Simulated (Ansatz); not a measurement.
Reaction (formal exchange of groups at the Si–B bond): `B[SiH](C)BF` + `CC` → `B[SiH](C)CC` + `BF`

Isolated molecules relaxed with PBE0-D4/def2-TZVP in Ansatz; ΔE leaves out vibrations. CBS: MP2 limit from def2 TZ/QZ plus the TZ coupled-cluster correction, frozen cores. This one scheme is used for every species. DFT in def2-TZVPP. Each species was taken in one conformer, which may not be the lowest.

```tsv
species	PBE energy (Eh)
`B[SiH](C)BF`	-481.03930
`CC`	-79.73271
`B[SiH](C)CC`	-434.93637
`BF`	-125.83177
```

(1) Work out ΔE.

Largest T1 diagnostic among the species: 0.014.

Results:

(1) ΔE = (-434.93637) + (-125.83177) − (-481.03930) − (-79.73271) = 0.00387 Eh = +0.11 eV. CCSD(T)/CBS gives -0.11 eV.

From PBE to PBE0 (25 % exact exchange), in def2-TZVPP and without D4, ΔE moves by −0.08 eV. The D4 term adds −0.07 eV with B3LYP and −0.04 eV with PBE0; it sums over pairs of atoms, weighted by their polarisabilities, and B3LYP, whose exchange is more repulsive, gets the larger term.

B3LYP here is the variant with VWN-RPA as its local correlation; programs differ in this.
